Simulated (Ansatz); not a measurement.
Single points on the cluster SiSe2⁺.

```yaml
crystal:
  periodic: [false, false, false]
  atoms:
    - {symbol: Si, position_ang: [-0.559749, -1.189459, -0.009605]}
    - {symbol: Se, position_ang: [-0.780612, 1.094046, -0.027687]}
    - {symbol: Se, position_ang: [1.340361, 0.095413, 0.037292]}
basis:
  gaussian: {orbitals: 6-31G}
total_charge: 1
magnetization: {spin_polarized: true, initial_magnetization: 3}
hamiltonian: {xc: hf}
scf: {omitted_lower_state_checks: [starts]}
output: {orbitals: {seedname: orbitals}}
```

The file start.molden holds the orbitals of an earlier run on this structure, at another level or in another basis.

```sh
$ ansatz run in.yaml --threads 4 --pin off --events-out ev --progress --plain --max-ram 3916MiB
```

Output, abridged:

```
Functional definition: HF
649 factors; integrals over basis functions are off by at most 5.5e-4 eV
mean field evaluation 1: about -138432.7462 eV, gradient 1.7e1 eV
mean field evaluation 2: about -138432.8670 eV, gradient 1.7e1 eV
mean field evaluation 4: about -138435.9194 eV, gradient 2.2e0 eV
mean field evaluation 8: about -138436.1065 eV, gradient 3.7e-1 eV
mean field evaluation 16: about -138436.1195 eV, gradient 8.0e-2 eV
mean field evaluation 32: about -138436.1204 eV, gradient 5.4e-5 eV
mean field evaluation 64: about -138436.0765 eV, gradient 1.2e0 eV
mean field -138436.12506777 eV, -5087.4337608647 hartree, gradient 4.0e-6 eV, S^2 3.992567; 2 other end points of the search recorded, 0 dependent functions left out
reference -138436.12506777 eV, -5087.4337608647 hartree; 42, 39 occupied and 29, 32 virtual orbitals, 649 factors
Total energy: -138436.12506777 eV, -5087.4337608647 hartree
Checks for a lower state left out: starts
```

It took 2.2 s on 4 threads of Arm Neoverse V2 on a shared host.

The first input with `gaussian: {orbitals: def2-TZVP, initial_orbitals: start.molden}`, `hamiltonian: {xc: {name: LC-wPBE}}` (abridged; 4 s):

```
Functional definition: LC-wPBE
mean field -138545.89053473 eV, -5091.4675673739 hartree, gradient 2.2e-5 eV, S^2 3.770775
Total energy: -138545.89053474 eV, -5091.4675673741 hartree
Checks for a lower state left out: starts
```

The first input with `gaussian: {orbitals: def2-TZVP, initial_orbitals: start.molden}`, `hamiltonian: {xc: {name: r2SCANh}, dispersion: d4}` (abridged; 7 s):

```
Functional definition: r2SCANh
mean field -138565.61291152 eV, -5092.1923513525 hartree, gradient 2.0e-5 eV, S^2 3.762896
Total energy: -138565.63936587 eV, -5092.1933235321 hartree
Checks for a lower state left out: starts
```

As the first input, with `gaussian: {orbitals: def2-TZVP, initial_orbitals: start.molden}`, `hamiltonian: {xc: pbe0, dispersion: d4}` (abridged; 3.7 s):

```
Functional definition: PBE0
mean field -138548.40193219 eV, -5091.5598595283 hartree, gradient 1.4e-5 eV, S^2 3.760553
Total energy: -138548.50995311 eV, -5091.5638292239 hartree
Checks for a lower state left out: starts
```

Geometry: r2SCAN-D4/def2-TZVP.

The 6-31G sets use Cartesian d functions. LC-ωPBE has ω = 0.4 bohr⁻¹. At HF/6-31G the charge 1 quartet is spin-contaminated (final ⟨S²⟩ up to 3.99, 3.75 for a pure state). At PBE0-D4/def2-TZVP a doublet of charge 1 lies 2.66 eV below the quartet, each at its own geometry. The structure comes from a short search, and lower isomers may exist.
